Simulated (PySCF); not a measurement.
# CdI from Hartree–Fock to correlated methods

State: ²Σ⁺ (doublet), unpaired electrons σ ↑. Set-up: PySCF, scalar-relativistic core potentials, basis sets Cd def2-TZVPP with ECP28, I def2-TZVPP with ECP28. De refers to Cd + I in their high-spin ground configurations, without counterpoise correction. The functionals are run spin-unrestricted. A positive dipole means Cd(−)I(+).

```
      Level  Re (Å)  ωe (cm⁻¹)  De (eV)  μ (D)  CPU s a point (SCF and correlation, without the integrals)
        UHF   2.724        177     1.07  -3.87                                                         2.5
    UHF-MP2   2.648        185     1.15    n/a                                                         4.7
UHF-SCS-MP2   2.673        180     0.99    n/a                                                         n/a
        PBE   2.732        155     1.23  -2.74                                                         2.2
     PBEsol   2.685        167     1.43  -2.61                                                         1.6
     r²SCAN   2.690        171     1.39  -2.88                                                         1.9
      M06-L   2.766        147     1.13  -3.06                                                           2
    r²SCANh   2.684        173     1.39  -2.97                                                         3.3
       PBE0   2.698        169     1.30  -3.04                                                         4.4
      HSE06   2.704        167     1.30  -3.02                                                         4.9
  BHandHLYP   2.715        168     1.10  -3.37                                                         2.6
```

What does a quarter of exact exchange do here, going from PBE to PBE0?

PBE0 less PBE: -3.4 pm in Re, +9.0 % in ωe, +0.07 eV in De. Exact exchange removes part of the self-interaction that spreads semilocal densities, and in most molecules shortens and stiffens the bond and lowers De; here De goes the other way.

What does the step from GGA to meta-GGA do here, going from PBE to r²SCAN?

r²SCAN less PBE: -4.2 pm in Re, +10.3 % in ωe, +0.16 eV in De. 

What does second-order correlation do here, going from UHF to UHF-MP2?

UHF-MP2 less UHF: -7.6 pm in Re, +4.5 % in ωe, +0.08 eV in De. Correlation nearly always deepens the well. The bond shortens, as in weak, metallic or heavy-atom bonds, where dispersion and the correlation of outer-core electrons pull the atoms together.

Correlated steps freeze 4 core orbitals. Spin–orbit coupling is left out, which matters for elements this heavy, above all for dissociation energies. The state was picked by a PBE0 search and need not be the measured ground state.

The whole job (state search and all levels along the bond) took about 3.6 min on 2 threads of Intel Xeon Platinum 8259CL @ 2.50GHz (shared host), peak memory 4 GiB.
